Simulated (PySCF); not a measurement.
These compounds are isomers of formula C6H7F3Si.

A. `C[Si@H]1C=CC(C(F)(F)F)=C1`
B. `FC(F)(F)CC1=CC=C[SiH2]1`
C. SMILES CC1=C[SiH2]C(C(F)(F)F)=C1
D. SMILES CC1=C(C(F)(F)F)C=C[SiH2]1

Spectrum 1. 1H NMR (400 MHz, computed): δ 7.31 (m, 1H), 6.06 (t, 1H), 4.78 (m, 2H), 2.28 (s, 3H). 13C{1H} NMR (computed): δ 166.2 (C), 157.4 (CH), 141.7 (C), 134.5 (C), 131.7 (CH), 25.0 (CH3).

Spectrum 2. 1H NMR (400 MHz, computed): δ 7.35 (m, 1H), 6.03 (m, 1H), 4.66 (m, 2H), 2.43 (s, 3H). 13C{1H} NMR (computed): δ 156.8 (CH), 156.7 (C), 146.8 (C), 133.7 (C), 129.4 (CH), 17.2 (CH3).

Spectrum 3. 1H NMR (400 MHz, computed): δ 7.34 (m, 1H), 6.84 (m, 1H), 6.47 (m, 1H), 4.91 (m, 1H), 0.41 (d, 3H). 13C{1H} NMR (computed): δ 155.4 (C), 151.7 (CH), 141.3 (CH), 141.0 (CH), 131.9 (C), -7.0 (CH3).

Spectrum 4. 1H NMR (400 MHz, computed): δ 7.26 (m, 1H), 7.06 (d, 1H), 6.32 (m, 1H), 4.67 (m, 2H), 3.24 (m, 2H). 13C{1H} NMR (computed): δ 155.8 (CH), 155.0 (CH), 143.3 (C), 136.7 (CH), 135.3 (C), 44.6 (CH2).

Theory: geometry: GFN2-xTB, PBE0/pcSseg-1 with gauge-including orbitals, in PySCF (non-relativistic, one conformer, no solvent model, averaged over atoms made equivalent by symmetry, fast rotation or ring inversion).

Scale: 1H (σref 31.72) and 13C (σref 186.93) vs TMS (reference shieldings calculated alike). Splittings of carbon signals by F and P are missing where no couplings were computed. Where no couplings were computed, multiplicities follow the n + 1 count of equivalent neighbours, and m marks all less simple cases (inequivalent or close neighbours, rings, F or P nearby). Shifts are as computed. Against solution values, carbons near 30 ppm lie about +3 ppm off and those near 130 ppm about +5 ppm. Of 1211 compounds with measured shifts, 218 miss one by over three times the rms of a fit or turn the order of signals round; such compounds aren't used in these exercises.

Which spectrum belongs to which compound?

Answers

1–C, 2–D, 3–A, 4–B.

- Spectrum 1 (C): 6 13C signals; δC 157.4 is an alkene CH; δC 141.7 is a fully substituted alkene carbon.
- Spectrum 2 (D): 6 13C signals; δC 156.8 is an alkene CH; δC 156.7 is a fully substituted alkene carbon.
- Spectrum 3 (A): 6 13C signals; δC 155.4 is a fully substituted alkene carbon; δC 151.7 is an alkene CH.
- Spectrum 4 (B): 6 13C signals; δC 155.8 is an alkene CH; δC 155.0 is an alkene CH.
